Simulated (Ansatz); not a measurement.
`O[CH2][SnH]([F])[Cl]` and `C[S][SnH]([F])[Cl]` differ in one atom or group.

Ansatz, PBE0-D4/def2-TZVP geometries, multiplicity 1. Each molecule was computed in one conformer, which needn't be the lowest.

Elements past krypton have def2 core potentials.

```csv
property,`O[CH2][SnH]([F])[Cl]`
HOMO energy (ωB97M-V/def2-TZVPP) / eV,-10.71
size of the dipole moment (ωB97M-V/def2-TZVPP) / D,3.93
HOMO energy (B3LYP/def2-TZVPP) / eV,-8.30
HOMO–LUMO gap (PBE0/def2-TZVPP) / eV,7.67
HOMO energy (PBE0/def2-TZVPP) / eV,-8.53
LUMO energy (PBE/def2-TZVPP) / eV,-1.83
```

**Question.** What does the change do to each property? (Best estimate.)

**Answer.** Ansatz gave: 
```json
{"property": "HOMO energy (ωB97M-V/def2-TZVPP) / eV", "`C[S][SnH]([F])[Cl]`": "-9.80", "shift": "0.91"}
{"property": "size of the dipole moment (ωB97M-V/def2-TZVPP) / D", "`C[S][SnH]([F])[Cl]`": "1.94", "shift": "-1.99"}
{"property": "HOMO energy (B3LYP/def2-TZVPP) / eV", "`C[S][SnH]([F])[Cl]`": "-7.36", "shift": "0.94"}
{"property": "HOMO–LUMO gap (PBE0/def2-TZVPP) / eV", "`C[S][SnH]([F])[Cl]`": "5.94", "shift": "-1.73"}
{"property": "HOMO energy (PBE0/def2-TZVPP) / eV", "`C[S][SnH]([F])[Cl]`": "-7.60", "shift": "0.93"}
{"property": "LUMO energy (PBE/def2-TZVPP) / eV", "`C[S][SnH]([F])[Cl]`": "-2.58", "shift": "-0.75"}
```

With PBE0 the HOMO rises by 0.93 eV and the LUMO falls by 0.80 eV, so the gap narrows by about 1.73 eV. PBE moves the HOMO by 0.76 eV and ωB97M-V by 0.91 eV. Dipoles are sizes alone; their direction can turn.

B3LYP here is the variant with VWN-RPA as its local correlation; programs differ in this.
